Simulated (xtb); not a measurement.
xtb input (GFN2-xTB):

```bash
xtb mol.xyz --gfn 2 --ohess tight --chrg -1 --uhf 0
```
mol.xyz:
```
10

O     -1.07370896    -1.44413715    -0.58089602
Si    -0.30627522    -0.11614045     0.11481254
O     -1.51641397     0.97882293     0.10147426
O     -0.08412738    -0.71331830     1.69702561
Si     1.64760666     0.73966084    -0.91094041
H     -0.96900990    -2.25330837    -0.00610161
H     -1.09405836     1.85783624     0.07141994
H      0.82222804    -0.46904786     1.96480954
H      2.55348815     0.02530500     0.18864646
H      1.50127861     1.99338472    -0.07154078
```

Output:

```
           -------------------------------------------------
          |                Calculation Setup                |
           -------------------------------------------------

           -------------------------------------------------
          |                 G F N 2 - x T B                 |
           -------------------------------------------------

        Reference                      10.1021/acs.jctc.8b01176
      * Hamiltonian:
        H0-scaling (s, p, d)           1.850000    2.230000    2.230000
        zeta-weighting                 0.500000
      * Dispersion:
        s8                             2.700000
        a1                             0.520000
        a2                             5.000000
        s9                             5.000000
      * Repulsion:
        kExp                           1.500000    1.000000
        rExp                           1.000000
      * Coulomb:
        alpha                          2.000000
        third order                    shell-resolved
        anisotropic                    true
        a3                             3.000000
        a5                             4.000000
        cn-shift                       1.200000
        cn-exp                         4.000000
        max-rad                        5.000000

          ...................................................
          :                      SETUP                      :
          :.................................................:
          :  # basis functions                  37          :
          :  # atomic orbitals                  35          :
          :  # shells                           17          :
          :  # electrons                        32          :
          :  max. iterations                   250          :
          :  Hamiltonian                  GFN2-xTB          :
          :  restarted?                      false          :
          :  GBSA solvation                  false          :
          :  PC potential                    false          :
          :  electronic temp.          300.0000000     K    :
          :  accuracy                    1.0000000          :
          :  -> integral cutoff          0.2500000E+02      :
          :  -> integral neglect         0.1000000E-07      :
          :  -> SCF convergence          0.1000000E-05 Eh   :
          :  -> wf. convergence          0.1000000E-03 e    :
          :  Broyden damping             0.4000000          :
          :  net charge                         -1          :
          :  unpaired electrons                  0          :
          ...................................................

 iter      E             dE          RMSdq      gap      omega  full diag
   1    -18.4651540 -0.184652E+02  0.962E+00    2.98       0.0  T
   2    -18.5149993 -0.498453E-01  0.811E+00    3.42       1.0  T
   3    -18.5199495 -0.495019E-02  0.451E+00    3.41       1.0  T
   4    -18.5085434  0.114060E-01  0.238E+00    3.45       1.0  T
   5    -18.5297340 -0.211905E-01  0.686E-01    3.47       1.0  T
   6    -18.5302502 -0.516247E-03  0.164E-01    3.47       1.0  T
[...]
     3   8 O        7   1 H                                       0.9510259 (min)
     4   8 O        8   1 H                                       0.9574174
     5  14 Si       9   1 H                                       1.4964215
     5  14 Si      10   1 H                                       1.5111003

 * 4 distinct bonds (by element types)

   Z      Z             #   av. dist./Å        max./Å        min./Å
   1 H    8 O           3     0.9543979     0.9574174     0.9510259
   1 H   14 Si          2     1.5037609     1.5111003     1.4964215
   8 O   14 Si          2     1.6862946     1.6934556     1.6791337
  14 Si  14 Si          1     2.2280248     2.2280248     2.2280248

           -------------------------------------------------
          |               Frequency Printout                |
           -------------------------------------------------
 projected vibrational frequencies (cm⁻¹)
eigval :       -0.00    -0.00     0.00     0.00     0.00     0.00
eigval :       94.26   133.75   150.57   159.73   225.63   254.12
eigval :      292.33   306.73   334.66   518.66   604.69   633.35
eigval :      664.79   717.92   738.09   845.44   890.10   925.21
eigval :      945.98  1700.68  1838.74  3595.56  3638.85  3734.39
 reduced masses (amu)
   1: 17.22   2: 23.28   3: 17.75   4: 21.69   5: 16.49   6: 22.19   7: 11.33   8:  5.90
   9: 16.58  10:  7.43  11:  5.85  12:  7.71  13: 17.85  14: 13.58  15: 11.38  16: 20.03
  17:  2.64  18:  4.31  19: 19.35  20: 20.33  21: 19.92  22:  3.17  23:  3.65  24:  2.82
  25:  5.93  26:  1.71  27:  1.91  28:  1.88  29:  1.88  30:  1.88
 IR intensities (km·mol⁻¹)
   1:  1.05   2: 13.84   3:  1.91   4:  9.31   5:  4.51   6: 11.22   7: 16.23   8:  0.82
   9: 14.68  10: 17.80  11: 32.64  12: 50.10  13: 67.58  14: 54.30  15:119.10  16: 15.53
  17: 32.85  18:199.73  19:196.87  20:244.69  21:171.12  22: 42.50  23: 62.18  24:431.71
  25:293.55  26:827.48  27:940.72  28: 59.52  29: 49.88  30:  1.50
 Raman intensities (Ä⁴*amu⁻¹)
   1:  0.00   2:  0.00   3:  0.00   4:  0.00   5:  0.00   6:  0.00   7:  0.00   8:  0.00
   9:  0.00  10:  0.00  11:  0.00  12:  0.00  13:  0.00  14:  0.00  15:  0.00  16:  0.00
  17:  0.00  18:  0.00  19:  0.00  20:  0.00  21:  0.00  22:  0.00  23:  0.00  24:  0.00
  25:  0.00  26:  0.00  27:  0.00  28:  0.00  29:  0.00  30:  0.00
 output can be read by thermo (or use thermo option).
 writing <g98.out> molden fake output.
 recommended (thermochemical) frequency scaling factor: 1.0
           -------------------------------------------------
          |             Thermodynamic Functions             |
           -------------------------------------------------

c1  symmetry found (for desy threshold:  0.10E+00) used in thermo

          ...................................................
          :                      SETUP                      :
          :.................................................:
          :  # frequencies                          24      :
          :  # imaginary freq.                       0      :
          :  linear?                             false      :
          :  only rotor calc.                    false      :
          :  symmetry                               c1      :
          :  rotational number                       1      :
          :  scaling factor                  1.0000000      :
          :  rotor cutoff                   50.0000000 cm⁻¹ :
Note: The following floating-point exceptions are signalling: IEEE_UNDERFLOW_FLAG IEEE_DENORMAL
normal termination of xtb
          :  imag. cutoff                  -20.0000000 cm⁻¹ :
          :.................................................:

    mode    ω/cm⁻¹     T·S(HO)/kcal·mol⁻¹    T·S(FR)/kcal·mol⁻¹   T·S(vib)
   ------------------------------------------------------------------------
       1     94.26    -1.06427 ( 92.66%)    -0.86844 (  7.34%)    -1.04990
       2    133.75    -0.86205 ( 98.08%)    -0.76487 (  1.92%)    -0.86019
       3    150.57    -0.79459 ( 98.80%)    -0.72981 (  1.20%)    -0.79381
       4    159.73    -0.76117 ( 99.05%)    -0.71232 (  0.95%)    -0.76071
       5    225.63    -0.57050 ( 99.76%)    -0.61005 (  0.24%)    -0.57060
       6    254.12    -0.50740 ( 99.85%)    -0.57483 (  0.15%)    -0.50750
       7    292.33    -0.43544 ( 99.91%)    -0.53335 (  0.09%)    -0.43552
   ------------------------------------------------------------------------

   temp. (K)  partition function   enthalpy   heat capacity  entropy
                                   cal/mol     cal/K/mol   cal/K/mol   J/K/mol
 298.15  VIB   133.                 3747.188     23.770     22.235
         ROT  0.199E+06              888.752      2.981     27.227
         INT  0.265E+08             4635.940     26.751     49.462
         TR   0.110E+28             1481.254      4.968     39.962
         TOT                        6117.1940    31.7191    89.4245   374.1520

       T/K    H(0)-H(T)+PV         H(T)/Eh          T*S/Eh         G(T)/Eh
   ------------------------------------------------------------------------
    298.15    0.974837E-02    0.642973E-01    0.424885E-01    0.218088E-01
   ------------------------------------------------------------------------

         :::::::::::::::::::::::::::::::::::::::::::::::::::::
         ::                  THERMODYNAMIC                  ::
         :::::::::::::::::::::::::::::::::::::::::::::::::::::
         :: total free energy         -18.449047385441 Eh   ::
         ::.................................................::
         :: total energy              -18.470856214439 Eh   ::
         :: zero point energy           0.054548916740 Eh   ::
         :: G(RRHO) w/o ZPVE           -0.032740087742 Eh   ::
         :: G(RRHO) contrib.            0.021808828998 Eh   ::
         :::::::::::::::::::::::::::::::::::::::::::::::::::::

optimized geometry written to: xtbopt.xyz

           -------------------------------------------------
          | TOTAL ENERGY              -18.470856214439 Eh   |
          | TOTAL ENTHALPY            -18.406558928496 Eh   |
          | TOTAL FREE ENERGY         -18.449047385441 Eh   |
          | GRADIENT NORM               0.000282132631 Eh/α |
          | HOMO-LUMO GAP               3.387421728623 eV   |
           -------------------------------------------------

------------------------------------------------------------------------
------------------------------------------------------------------------
 total:
 SCF:
 ANC optimizer:
 analytical hessian:
```

It need not be the lowest isomer of its formula. Whether it binds its extra electron was not tested at this geometry.
